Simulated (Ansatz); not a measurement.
Basis-set extrapolation for C₂ClF₃O (`O=C(Cl)C(F)(F)F`) (PBE0-D4/def2-TZVP geometry, frozen core, Ansatz 0.2.0). Multiplicity 1, RHF reference.

|  | def2-TZVPP | def2-QZVPP |
| --- | --- | --- |
| HF | -908.617121 | -908.649064 |
| MP2 correlation | -1.462740 | -1.593280 |
| CCSD(T) correlation | -1.533366 | not run |

Energies in hartree. Use E(X) = E(∞) + A·exp(−7.88·√X) for Hartree–Fock and E(X) = E(∞) + B·X^(−2.97) for correlation, with X = 3 and 4, and add CCSD(T) minus MP2 of the smaller set to the MP2 limit.

**Question.** What is the CCSD(T) energy at the basis-set limit?

**Answer.** HF limit: -908.649064 + (-0.031943) × 0.13774 = -908.65346. MP2 limit: -1.593280 + (-0.130540) × 0.74074 = -1.68998. Higher-order term: -1.533366 − (-1.462740) = -0.07063. Total: -910.41407 hartree, 692.0 kJ/mol below CCSD(T)/def2-TZVPP.
